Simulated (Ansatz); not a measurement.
Gas-phase electronic energies from Ansatz, PBE0-D4/def2-TZVP geometries. CBS: MP2 limit from def2 TZ/QZ plus the TZ coupled-cluster correction, frozen cores. This one scheme is used for every species. Functionals use def2-TZVPP. B3LYP here is the variant with VWN-RPA as its local correlation; programs differ in this. One conformer a species, not always the lowest.

Reaction (formal exchange of groups at a C–C bond): `C=CCCO` + `CCCCCC` → `CCCCCCCCO` + `C=C`

Question: Is it downhill or uphill in electronic energy at CCSD(T)/CBS, and by how much? (Best estimate.)

Answer: The calculation gave: Uphill: ΔE = +2.3 kcal/mol.

Question: What do these levels give: B3LYP-D4, ωB97M-V, B2PLYP, PBE, r2SCAN, PBE0, B3LYP, MP2/def2-TZVPP, SCS-MP2/def2-TZVPP, CCSD(T)/def2-TZVPP, SCS-MP2/def2-QZVPP, HF/CBS(def2)? (An estimate is asked.)

Answer: Computed: B3LYP-D4 3.0, ωB97M-V 2.7, B2PLYP 2.3, PBE 3.0, r2SCAN 3.5, PBE0 2.9, B3LYP 2.0, MP2/def2-TZVPP 3.0, SCS-MP2/def2-TZVPP 2.4, CCSD(T)/def2-TZVPP 2.3, SCS-MP2/def2-QZVPP 2.3, HF/CBS(def2) 0.8 kcal/mol.

Largest T1 diagnostic among the species: 0.011.

The D4 term adds +0.9 kcal/mol with B3LYP and +0.4 kcal/mol with PBE0; it sums over pairs of atoms, weighted by their polarisabilities, and B3LYP, whose exchange is more repulsive, gets the larger term. In def2-TZVPP, CCSD(T) changes the Hartree–Fock value by +1.5 kcal/mol (the triples alone add +0.3 kcal/mol) and MP2 by +2.2 kcal/mol.
